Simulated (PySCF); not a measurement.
# How methods differ on the excitation energy of B

B [He] 2s2 2p1 (2P) → B [He] 2s1 2p2, s spin flipped, as a difference of total energies. Calculation: PySCF 2.14, in def2-TZVPPD; the non-relativistic Hamiltonian (point nucleus). Correlated levels: valence: 1s2 frozen. The calculations carry no spin-orbit coupling.

```
           method  excitation energy (cm⁻¹)
              UHF                     58259
    MP2 (valence)                     53543
SCS-MP2 (valence)                     53330
```

The upper determinant mixes two multiplicities, so it lies between the two terms.

The coupled-cluster amplitudes are large for the upper state (T1 above 0.03 or a double amplitude above 0.15), so a single reference is strained.
